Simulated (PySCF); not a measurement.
CrO₂F, SMILES [O]=[Cr+](=[O])[F], charge +1, multiplicity 1. The structure is a stationary point at B3LYP-D3(BJ)/def2-SVP. The spin state was assumed, not searched. The isomer is the one that the SMILES or the coordinates give; other isomers of the formula were not compared.

Computed with B3LYP-D3(BJ)/def2-SVP run with PySCF.

Harmonic wavenumbers (cm⁻¹): 256, 300, 463, 853, 1161, 1173. Rotational constants (GHz): 9.282, 7.066, 4.479; symmetry number 1.

Problem. Work out the zero-point energy and the ideal-gas rigid-rotor harmonic-oscillator thermochemistry at 298.15 K and 1 atm.

Solution. ZPE = ½ Σ hcν = ½ × 4207 cm⁻¹ = 25.16 kJ/mol. H − E(el) = 38.37 kJ/mol. Entropy in J/(mol K): translation 166.55, rotation 102.54, vibration 17.25, total 286.34. G − E(el) = -47.00 kJ/mol. Cp = 57.44 J/(mol K).
